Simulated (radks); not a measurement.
Problem. Radial electron density D(r) = 4 pi r^2 rho(r) of an atom or ion with 3 electrons. Method: Dirac Kohn-Sham, PBE, spin-unpolarised, spherical densities, finite nucleus; Fermi nuclear charge, rms radius of each element as measured or else 0.836 A^(1/3) + 0.57 fm; computed with a radial shooting solver on a logarithmic mesh with Libxc functionals.

| r (bohr) | D(r) (e/bohr) |
|---|---|
| 0.005566 | 0.1609 |
| 0.006744 | 0.2310 |
| 0.008237 | 0.3352 |
| 0.009981 | 0.4765 |
| 0.01219 | 0.6825 |
| 0.01477 | 0.9556 |
| 0.01804 | 1.343 |
| 0.02186 | 1.839 |
| 0.0267 | 2.512 |
| 0.03235 | 3.329 |
| 0.0392 | 4.318 |
| 0.04788 | 5.508 |
| 0.05801 | 6.738 |
| 0.07085 | 7.983 |
| 0.08585 | 8.962 |
| 0.1049 | 9.525 |
| 0.1271 | 9.425 |
| 0.1552 | 8.542 |
| 0.188 | 7.031 |
| 0.2278 | 5.165 |
| 0.2783 | 3.313 |
| 0.3372 | 2.040 |
| 0.4118 | 1.424 |
| 0.499 | 1.367 |
| 0.6095 | 1.478 |
| 0.7385 | 1.407 |
| 0.902 | 1.051 |
| 1.093 | 0.6023 |
| 1.324 | 0.2522 |
| 1.617 | 0.06854 |
| 1.96 | 0.01242 |
| 2.394 | 0.001185 |

What is the nuclear charge?

Solution. Z = 9. The innermost maximum, from 1s, lies near gamma/Z bohr with gamma = sqrt(1 - (Z/c)^2) = 0.998, here 0.111 bohr (found: 0.113), and its height grows with Z. The density is that of the fluorine ion F6+ in [He] 2s1; the configuration itself is not fixed sharply by these data. D(r) has 2 maxima, at r = 0.113, 0.639 bohr, and minima at 0.464 bohr, inside which lie 2.10 electrons.
